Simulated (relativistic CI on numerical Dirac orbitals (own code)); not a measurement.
## Ligand-field terms of d4

Computed with a parametric ligand-field model of a d^n configuration (Racah B and C, spin-orbit zeta, crystal field), exact diagonalisation.

Field parameters in Wybourne normalisation: D3d B²₀ = −7Dσ, B⁴₀ = −14Dq − 21Dτ, B⁴₃ = −14√(10/7) Dq; D4h B²₀ = −7Ds, B⁴₀ = 21(Dq − Dt), B⁴₄ = 21√(5/14) Dq; Td as Oh with Dq negative (B⁴₀ = 21Dq, B⁴₄ = √(5/14) B⁴₀). The field is a parameter set, without covalency.

Q: Ground term and bands for B = 790, C = 3010, ζ = 0 cm⁻¹, D3d, 10Dq = 12700, Dσ = -1200, Dτ = -290 cm⁻¹?

A: Ground term 5E with 1.01 electrons in the two orbitals of the cubic e set. Spin-allowed: 5A1 7959 cm⁻¹ (1256 nm), 5E 13569 cm⁻¹ (737 nm). Lowest spin-forbidden: 3E 4888 cm⁻¹ (2046 nm), 3A2 9677 cm⁻¹ (1033 nm), 1A1 10658 cm⁻¹ (938 nm).

Q: Ground term and bands for B = 580, C = 2520, ζ = 0 cm⁻¹, Td, 10Dq = -3100 cm⁻¹?

A: Ground term 5T2 with 2.00 electrons in the two orbitals of the cubic e set. Spin-allowed: 5E 3100 cm⁻¹ (3226 nm). Lowest spin-forbidden: 3T1 10570 cm⁻¹ (946 nm), 3T2 11886 cm⁻¹ (841 nm), 3T1 13023 cm⁻¹ (768 nm).

Q: Ground term and bands for B = 340, C = 1280, ζ = 0 cm⁻¹, Td, 10Dq = -3900 cm⁻¹?

A: Ground term 5T2 with 2.00 electrons in the two orbitals of the cubic e set. Spin-allowed: 5E 3900 cm⁻¹ (2564 nm). Lowest spin-forbidden: 1A1 3043 cm⁻¹ (3286 nm), 3T1 3451 cm⁻¹ (2897 nm), 3T2 4934 cm⁻¹ (2027 nm).

Q: Ground term and bands for B = 970, C = 4040, ζ = 0 cm⁻¹, D3d, 10Dq = 13250, Dσ = -1200, Dτ = 370 cm⁻¹?

A: Ground term 5E with 1.03 electrons in the two orbitals of the cubic e set. Spin-allowed: 5A1 14359 cm⁻¹ (696 nm), 5E 15919 cm⁻¹ (628 nm). Lowest spin-forbidden: 3E 8933 cm⁻¹ (1120 nm), 3A2 8952 cm⁻¹ (1117 nm), 1E 19290 cm⁻¹ (518 nm).

Q: Ground term and bands for B = 980, C = 4220, ζ = 0 cm⁻¹, D4h, 10Dq = 29450, Ds = -830, Dt = 380 cm⁻¹?

A: Ground term 3A2 with 0.03 electrons in the two orbitals of the cubic e set. Spin-allowed: 3E 4208 cm⁻¹ (2377 nm), 3E 24833 cm⁻¹ (403 nm), 3A1 25963 cm⁻¹ (385 nm), 3B1 26845 cm⁻¹ (373 nm). Lowest spin-forbidden: 5A1 3925 cm⁻¹ (2548 nm), 5B1 5345 cm⁻¹ (1871 nm), 1B2 12061 cm⁻¹ (829 nm).
